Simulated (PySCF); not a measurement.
C3F7, SMILES F[C](F)C(F)(F)C(F)(F)F (connectivity only; charge and spin as stated), charge +1, multiplicity 1. Atoms are numbered in the order given.

```xyz
10

F     -0.4938    -1.9425     1.0572
C     -0.1428    -1.4036     0.0000
F     -0.4938    -1.9425    -1.0572
C      0.6712    -0.0743     0.0000
F      1.4057    -0.0657     1.0987
F      1.4057    -0.0657    -1.0987
C     -0.3614     1.1270     0.0000
F      0.2953     2.2524     0.0000
F     -1.1152     0.9990     1.0857
F     -1.1152     0.9990    -1.0857
```
Charge +1, spin multiplicity 1.

The structure is a stationary point at B3LYP-D3(BJ)/def2-SVP. A frequency run showed that this geometry is not a minimum. The spin state was assumed, not searched. The isomer is the one that the SMILES or the coordinates give; other isomers of the formula were not compared. The values are those of a single conformer.

Level of theory: PBE0/pcSseg-1 run with PySCF.

GIAO shieldings, no solvent; atoms alike by connectivity are averaged. δ = σ(ref) − σ: ¹⁹F against CFCl3 (σ = 167.2 ppm); ¹³C against TMS (σ = 186.3 ppm), references at their B3LYP-D3(BJ)/def2-TZVP geometries, non-relativistic.

| nucleus | atoms | count | δ (ppm) |
|---|---|---|---|
| ¹⁹F | F1, F3 | 2 | 152.2 |
| ¹⁹F | F8, F9, F10 | 3 | -76.7 |
| ¹⁹F | F5, F6 | 2 | -128.4 |
| ¹³C | C2 | 1 | 216.2 |
| ¹³C | C7 | 1 | 125.9 |
| ¹³C | C4 | 1 | 120.0 |
